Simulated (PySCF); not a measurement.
**SMILES c1cc([SiH3])sc1Cl, C4H5ClSSi**

Geometry:
```
atom   x (Å)   y (Å)   z (Å)
 Si1  -1.696   0.810  -0.180
  C2   0.164   0.661  -0.132
  C3   0.900  -0.459   0.197
  C4   2.306  -0.268   0.142
  C5   2.624   1.012  -0.233
 Cl6   4.189   1.673  -0.423
  S7   1.222   1.974  -0.517
  H8  -2.174   1.172  -1.549
  H9  -2.249  -0.520   0.211
 H10  -2.179   1.857   0.771
 H11   0.436  -1.407   0.474
 H12   3.055  -1.027   0.366
```

Method: PySCF, TDDFT LC-wPBE/aug-cc-pVDZ excited states, vertical, gas phase. Geometry: PBE0-D3(BJ)/def2-SVP.

Q: How strongly do the lowest singlets absorb one photon, and two photons of half the energy?

A: δ for parallel linear polarisation; σ at the peak of a Lorentzian of half width 0.1 eV, single beam; Ω is circular over linear.
| state | E (eV) | f | photon λ (nm) | δ (au) | σ (GM) | Ω | main |
| --- | --- | --- | --- | --- | --- | --- | --- |
| S1 | 5.33 | 0.254 | 465 | 48.6 | 0.51 | 0.64 | HOMO→LUMO 0.92 |
| S2 | 5.80 | 0.081 | 427 | 65.1 | 0.80 | 0.91 | HOMO−1→LUMO 0.84 |
| S3 | 6.45 | 0.000 | 385 | 0.17 | 0.00 | 1.50 | HOMO→LUMO+8 0.37, HOMO−1→LUMO+8 0.10 |
| S4 | 6.56 | 0.000 | 378 | 5.49 | 0.09 | 1.50 | HOMO→LUMO+7 0.27, HOMO→LUMO+14 0.22 |
| S5 | 6.61 | 0.000 | 375 | 0.35 | 0.01 | 1.50 | HOMO−1→LUMO+8 0.31, HOMO→LUMO+8 0.12 |

Among these, the strongest one-photon state is S1, the strongest two-photon state S2, with a dipole change of 0.3 D (relaxed, norm of the difference vector).
